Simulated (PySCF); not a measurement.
SMILES CO[C@@H]1C[C@H]1Br, C₄H₇BrO

Geometry:
```
atom   x (Å)   y (Å)   z (Å)
  C1   1.944   0.546   0.007
  O2   0.997  -0.371  -0.500
  C3  -0.121  -0.505   0.306
  C4  -1.382  -0.998  -0.332
  C5  -1.279   0.433   0.098
 Br6  -2.283   1.031   1.624
  H7   1.523   1.554   0.083
  H8   2.773   0.550  -0.696
  H9   2.301   0.235   0.996
 H10   0.095  -0.813   1.328
 H11  -2.008  -1.671   0.235
 H12  -1.358  -1.195  -1.393
 H13  -1.208   1.205  -0.654
```

Computed, not measured: PySCF 2.14.0, TDDFT wB97X-D/aug-cc-pVDZ circular dichroism and optical rotation, one conformer, gas phase. Geometry: GFN2-xTB.

The molecule is flexible and this is one conformer; a measurement averages over conformers. The calculation is non-relativistic, which matters for the atoms heavier than Zn.

Problem. Draw the ECD and absorption spectra from the lowest 16 states, each a Gaussian of half-width 0.35 eV at 1/e height.

Solution. 
| E (eV) | λ (nm) | Δε (L mol⁻¹ cm⁻¹) | ε (L mol⁻¹ cm⁻¹) |
| --- | --- | --- | --- |
| 5.28 | 235 | -0.18 | 22 |
| 5.43 | 228 | -0.50 | 62.7 |
| 5.58 | 222 | -1.01 | 126 |
| 5.73 | 216 | -1.46 | 182 |
| 5.88 | 211 | -1.69 | 209 |
| 6.03 | 205 | -1.85 | 226 |
| 6.18 | 200 | -2.28 | 272 |
| 6.33 | 196 | -3.39 | 403 |
| 6.48 | 191 | -5.72 | 717 |
| 6.63 | 187 | -8.81 | 1290 |
| 6.78 | 183 | -10.49 | 2060 |
| 6.93 | 179 | -9.46 | 3010 |
| 7.08 | 175 | -7.58 | 4200 |
| 7.23 | 171 | -6.75 | 5390 |
| 7.38 | 168 | -5.09 | 5990 |
| 7.53 | 165 | +1.02 | 5810 |
| 7.68 | 161 | +12.56 | 5560 |
| 7.83 | 158 | +26.06 | 5920 |
| 7.98 | 155 | +34.88 | 6350 |

Δε uses R in velocity form, ε uses f in length form. Only the states computed contribute, so the short-wavelength end is incomplete.
